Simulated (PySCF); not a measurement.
**How methods differ on the ionisation energy of Ta⁺**

Ta⁺ [Xe] 4f14 5d3 6s1 (5F) → Ta²⁺ [Xe] 4f14 5d3 (4F), as a difference of total energies. Computed with PySCF 2.14 in aug-cc-pwCVDZ-PP with ECP60MDF (6s6p5d3f, 70 functions), with a scalar-relativistic core potential. Correlated levels: valence: 5s2 5p6 frozen; valence and next inner shell: nothing frozen outside the core potential. The calculations carry no spin-orbit coupling.

```
                                method  ionisation energy (eV)
                                   UHF                  14.191
                                   LDA                  15.728
                                   PBE                  15.440
                                  PBE0                  15.207
                                r2SCAN                  15.457
                               wB97X-V                  14.748
                             CAM-B3LYP                  15.096
                                  PW91                  15.509
                               r2SCANh                  15.383
                         MP2 (valence)                  14.533
                     SCS-MP2 (valence)                  14.305
    MP2 (valence and next inner shell)                  15.021
SCS-MP2 (valence and next inner shell)                  14.732
```

Q: How much does correlation contribute at MP2 (valence and next inner shell)?

A: 15.021 − (14.191) = 0.830 eV, measured against UHF.

The reference lies between the lowest fine-structure levels, while these numbers refer to the centres of the terms.

Errors of the correlated levels include the incompleteness of this basis and the frozen core.

For comparison: 16.2 ± 0.5 eV (semi-empirical (NIST evaluation); NIST Atomic Spectra Database, ionization energies).
